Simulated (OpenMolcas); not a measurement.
Cu3+.

```json
{"Program": "OpenMolcas", "Method": "CASSCF", "Basis": "ANO-R2 [6s4p4d2f1g]", "Scalar Hamiltonian": "X2C, finite nucleus", "Active space": "8 electrons in 5 orbitals (3d)", "State averaging": "2S+1 = 3 even, 10 roots; 2S+1 = 1 even, 15 roots (14 in the spin-orbit step)", "Spin-orbit coupling": "RASSI with atomic mean-field integrals over the reference wave functions, term energies averaged over their components"}
```

Levels without dynamic correlation, in cm⁻¹ above 3d⁸ ³F₄:

```
  Level      E
3d⁸ ¹G₄  30406
3d⁸ ¹D₂  19612
3d⁸ ³P₂  23793
```

On this reference, SS-CASPT2, IPEA 0.25 Eh, imaginary shift 0.1 Eh (closed shells correlated: 3s 3p) puts 3d⁸ ¹G₄ at 26990 cm⁻¹.

Q: Estimate the other levels at that method by one scale factor, and say how well it serves.

A: The factor is 26990 / 30406 = 0.888. Scaled values beside those that SS-CASPT2 gives and measured ones (Sugar and Musgrove, J. Phys. Chem. Ref. Data 19, 527 (1990)):
| Level | Scaled | SS-CASPT2 | Miss (%) | Measured |
| --- | --- | --- | --- | --- |
| 3d⁸ ¹D₂ | 17415 | 15680 | +11.1 | 16248 |
| 3d⁸ ³P₂ | 21128 | 19830 | +6.5 | 19697 |
For these levels the scaled values miss SS-CASPT2 by up to 11.1 %, as correlation changes each term by its own factor, spin-orbit parts do not scale and CASPT2 has its own spread within terms. This holds within one configuration; levels of others move differently, and the target method has errors of its own against measurement.

CASPT2 does not keep the components of a term degenerate, so their means are used; among the terms shown or strongly mixed into the levels shown the widest spread is 920 cm-1 (3d⁸ ¹G, SS-CASPT2). Some high roots are left out of the spin-orbit mixing, which shifts the levels that they would mix with. Without dynamic correlation excited terms often stand tens of per cent too high (terms of higher spin than the ground term too low), and those without a measured partner can miss by more than the paired ones (holds for CASSCF). Computed and measured levels are paired by configuration, term and J; levels that our copy of the source lacks, or whose pairing is in doubt (as where it misses far off the trend of its configuration), stay unpaired and out of the deviations. Levels of configurations outside the active space are missing.
